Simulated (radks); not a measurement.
Tm II, 68 electrons, occupied as [Xe] 4f12.5 6s1.5 (fractional occupations, a model configuration). Calculated with a radial shooting solver on a logarithmic mesh with Libxc functionals: scalar-relativistic Kohn-Sham, BLYP, spin-polarised, spherical densities, finite nucleus; open shells are filled with parallel spins first (spin-orbit coupling, left out, can overturn this in heavy ions); Fermi nuclear charge, rms radius 5.2256 fm.

Normalised radial functions P(r) = r R(r), r in bohr:

```
   r/bohr * 4f up, o 6s up, + 6s down (the largest magnitude, 1.14, reaches the edge; | marks zero, & curves that meet)
0.0009833                             &
 0.001343                             &
 0.001821                             *&
 0.002467                             *&
 0.003344                             *&
 0.004568                             *&
 0.006192                             *&
 0.008391                             *&
  0.01137                             *&
  0.01554                             *&
  0.02106                             &
  0.02854                            &*
  0.03867                            &*
  0.05284                           & *
  0.07161                           & |*
  0.09705                             & *
   0.1315                             | &  *
   0.1797                             |  &      *
   0.2435                             &                *
     0.33                          &  |                      *
   0.4473                         &   |                          *
   0.6111                             |&                        *
   0.8281                             |     &              *
    1.122                             |     &        *
    1.521                            &|        *
    2.078                   &         |    *
    2.816              o+             | *
    3.817                &            |*
    5.173                      &      *
    7.067                          +o *
    9.578                             &
```

4f up: eigenvalue -14.189 eV, 0 radial nodes, <r> = 0.774 bohr, 90 % of the charge inside 1.34 bohr. 6s up: eigenvalue -10.132 eV, 5 radial nodes at r = 0.0241, 0.0956, 0.248, 0.576, 1.47 bohr, <r> = 3.43 bohr, 90 % of the charge inside 4.99 bohr. 6s down: eigenvalue -9.805 eV, 5 radial nodes at r = 0.0241, 0.0956, 0.248, 0.576, 1.47 bohr, <r> = 3.46 bohr, 90 % of the charge inside 5.05 bohr.
